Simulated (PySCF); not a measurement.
Vertical excitations of a molecule C₂H₆GeO₂ from TDA-PBE/def2-SVPD (PySCF), as energy in eV (oscillator strength): 5.60 (0.001), 5.60 (0.035), 5.94 (0.002), 6.68 (0.000), 6.89 (0.016), 7.12 (0.016), 7.18 (0.001), 7.19 (0.006), 7.26 (0.001), 7.41 (0.009). Lowest triplet (TDA): 5.09 eV. Geometry: B3LYP-D3(BJ)/def2-SVP. Other conformers were not sampled.

Question: Which molecule gave these data?
A) [GeH3][CH]1OCO1
B) C[O][Ge][O]C
C) CC1[O][GeH2][O]1
D) CC(=O)[O][GeH3]

Answer: D, CC(=O)[O][GeH3]
